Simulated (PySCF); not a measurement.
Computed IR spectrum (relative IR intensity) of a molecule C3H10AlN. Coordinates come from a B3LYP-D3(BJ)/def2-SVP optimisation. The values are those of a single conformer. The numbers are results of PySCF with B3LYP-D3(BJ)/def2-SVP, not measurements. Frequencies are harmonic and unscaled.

```csv
ν (cm⁻¹),relative intensity
548,29
585,72
779,100
918,9.7
1038,29
1078,2.4
1212,35
1250,8.7
1346,5.6
1376,4.3
1398,10
1444,5.4
1455,3.5
1494,4.5
1938,37
1945,93
2968,17
2972,45
3024,5.5
3030,19
3057,5.2
3100,7.2
3111,12
3116,12
```

**Question.** Which structure fits?
A. CC[N](C)[AlH2]
B. [CH3][AlH][N](C)C
C. C[NH][Al]([CH3])[CH3]
D. C[CH2][Al]([CH3])[NH2]

**Answer.** A, CC[N](C)[AlH2]
